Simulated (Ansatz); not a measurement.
One change: `O[SiH2]N[SiH2][AlH2]` becomes `C[SiH2]N[SiH2]O`.

Ansatz, PBE0-D4/def2-TZVP geometries, multiplicity 1. Each molecule was computed in one conformer, which needn't be the lowest.

```
                             property  `O[SiH2]N[SiH2][AlH2]`
LUMO energy (ωB97M-V/def2-TZVPP) / eV                   -0.47
  HOMO–LUMO gap (PBE/def2-TZVPP) / eV                    3.09
  HOMO energy (B3LYP/def2-TZVPP) / eV                   -6.90
HOMO energy (ωB97M-V/def2-TZVPP) / eV                   -9.15
    LUMO energy (PBE/def2-TZVPP) / eV                   -2.86
   HOMO energy (PBE0/def2-TZVPP) / eV                   -7.10
```

Problem. What does the change do to each property? (Best estimate.)

Solution. The calculation gave: 
```csv
property,`C[SiH2]N[SiH2]O`,shift
LUMO energy (ωB97M-V/def2-TZVPP) / eV,1.95,2.42
HOMO–LUMO gap (PBE/def2-TZVPP) / eV,5.85,2.76
HOMO energy (B3LYP/def2-TZVPP) / eV,-7.38,-0.48
HOMO energy (ωB97M-V/def2-TZVPP) / eV,-9.92,-0.77
LUMO energy (PBE/def2-TZVPP) / eV,-0.40,2.46
HOMO energy (PBE0/def2-TZVPP) / eV,-7.60,-0.50
```

With PBE0 the HOMO falls by 0.50 eV and the LUMO rises by 2.54 eV, so the gap widens by about 3.04 eV. PBE moves the HOMO by -0.30 eV and ωB97M-V by -0.77 eV.

B3LYP here is the variant with VWN-RPA as its local correlation; programs differ in this.
